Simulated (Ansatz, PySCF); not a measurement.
Gas-phase reaction (SMILES): C[Si](Br)(Br)Br + N (NH3) -> N[Si](Br)(Br)Br + C (CH4); ammonia cleaves one Si-C bond, a model of a ligand-exchange step.

Structures are relaxed separately at B3LYP-D3(BJ)/def2-TZVP in Ansatz (an electronic-structure program), one conformer each, not searched for the lowest. Valence correlation only, unless marked. No spin-orbit coupling. The frozen core is the preceding noble-gas configuration, with the filled d and f shells of earlier blocks. No relativistic terms. Basis-set limits of correlation are two-point, X^-3; Hartree-Fock from the larger set. Thermal terms are rigid-rotor harmonic-oscillator values from B3LYP-D3(BJ) frequencies (Ansatz or PySCF) at 298.15 K and 1 atm. 1 Eh = 627.5095 kcal/mol.

```
species          E, CCSD(T)/CBS(def2-TZVPPD,def2-QZVPPD) (Ansatz) (Eh)  E, wB97M-V/def2-TZVPD (Ansatz) (Eh)  H - E (Eh)
---------------  -----------------------------------------------------  -----------------------------------  ----------
C[Si](Br)(Br)Br                                            -8047.14632                          -8051.59786     0.04981
N (NH3)                                                      -56.50452                            -56.55014     0.03799
N[Si](Br)(Br)Br                                            -8063.21282                          -8067.67704     0.03882
C (CH4)                                                      -40.45806                            -40.49098     0.04840
```

Q: Work out ΔE and ΔH at 298.15 K at the first level, then ΔH at the second.

A: 
1. ΔE = [(-8063.21282) + (-40.45806)] - [(-8047.14632) + (-56.50452)] = -0.02004 Eh = -12.6 kcal/mol at CCSD(T)/CBS(def2-TZVPPD,def2-QZVPPD).
2. The terms H - E add up to -0.00058 Eh, so ΔH = (-0.02004 + (-0.00058))×627.5095 = -12.9 kcal/mol.
3. At wB97M-V/def2-TZVPD the same steps give ΔE = -12.6 and ΔH = -12.9 kcal/mol, a shift of +0.0 from the first level.
4. These values are not checked against measurement here, since the tables used lack a sound gas-phase enthalpy of formation for at least one species.
